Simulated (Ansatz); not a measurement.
C₁₁H₁₄N₄, relaxed as a singlet with RKS PBE-D4/def2-SVP in Ansatz, starting from the GFN2-xTB geometry. Force threshold 0.03 eV/Å.

Start:

```xyz
29

C    -1.1626   -3.0708   -2.8060
C    -0.1167   -2.4203   -1.9096
C    -0.6977   -1.2428   -1.1315
C     0.3303   -0.6279   -0.1759
N    -0.2281    0.4959    0.5427
C     0.1144    1.8170    0.1226
C    -0.8370    2.8432    0.6519
C    -1.6363    2.5789    1.6925
C    -1.6752    1.2669    2.2625
C    -0.9841    0.2823    1.6543
H    -2.0032   -3.4284   -2.2156
H    -0.7354   -3.9147   -3.3415
H    -1.5352   -2.3555   -3.5354
H     0.2709   -3.1591   -1.2048
H     0.7204   -2.0755   -2.5209
H    -1.5620   -1.5754   -0.5516
H    -1.0448   -0.4766   -1.8283
H     0.6631   -1.3879    0.5394
H     1.2074   -0.2917   -0.7355
H     0.1769    1.8621   -0.9747
H    -0.7998    3.8101    0.1782
H    -2.2921    3.3403    2.0864
H    -2.2770    1.0659    3.1309
H    -1.0217   -0.7431    1.9922
N     1.4716    2.1753    0.5553
C     2.3594    1.7910    1.2467
N     3.2771    1.6036    2.0252
C     4.4762    1.1256    2.0658
N     5.5414    0.7115    2.1850
```

Task: Estimate the energy that the relaxation releases and the steps that it takes.

Result: 9.2 kcal/mol, in 35 steps; 2.9 min on 4 threads of Arm Neoverse V1 on a shared host. No frequencies were taken in this run, so the end may be a saddle point.

Task: Does the start keep its bonding?

Result: By distances, no bond broke or formed. The bond that changes most is C6–N25, from 1.47 to 1.54 Å (atoms count from 1).

Task: Predict the relaxed structure.

Result: 
| atom | x (Å) | y (Å) | z (Å) |
| --- | --- | --- | --- |
| C1 | -1.5127 | -2.9709 | -3.1480 |
| C2 | -0.4338 | -2.5736 | -2.1400 |
| C3 | -0.8112 | -1.3479 | -1.3028 |
| C4 | 0.2745 | -0.9615 | -0.2932 |
| N5 | -0.0628 | 0.2203 | 0.4959 |
| C6 | 0.2101 | 1.5107 | -0.0802 |
| C7 | -0.6411 | 2.5737 | 0.5324 |
| C8 | -1.0254 | 2.4481 | 1.8370 |
| C9 | -0.7876 | 1.2222 | 2.5521 |
| C10 | -0.3645 | 0.1309 | 1.8327 |
| H11 | -2.4695 | -3.2134 | -2.6404 |
| H12 | -1.2126 | -3.8597 | -3.7381 |
| H13 | -1.7188 | -2.1481 | -3.8640 |
| H14 | -0.2224 | -3.4295 | -1.4606 |
| H15 | 0.5224 | -2.3725 | -2.6727 |
| H16 | -1.7601 | -1.5349 | -0.7542 |
| H17 | -1.0134 | -0.4861 | -1.9774 |
| H18 | 0.4511 | -1.8021 | 0.4093 |
| H19 | 1.2419 | -0.7787 | -0.8114 |
| H20 | 0.0868 | 1.4515 | -1.1772 |
| H21 | -0.8481 | 3.4760 | -0.0596 |
| H22 | -1.5606 | 3.2710 | 2.3362 |
| H23 | -1.0224 | 1.1195 | 3.6188 |
| H24 | -0.2792 | -0.8745 | 2.2725 |
| N25 | 1.7082 | 1.8239 | 0.0900 |
| C26 | 2.3249 | 2.1780 | 1.0766 |
| N27 | 3.0412 | 2.6750 | 1.9653 |
| C28 | 3.6543 | 2.2646 | 3.0544 |
| N29 | 4.2309 | 1.9880 | 4.0465 |
Bond lengths: 8 × C–N 1.18 to 1.54 Å; 7 × C–C 1.37 to 1.53 Å; 14 × C–H 1.10 to 1.11 Å.
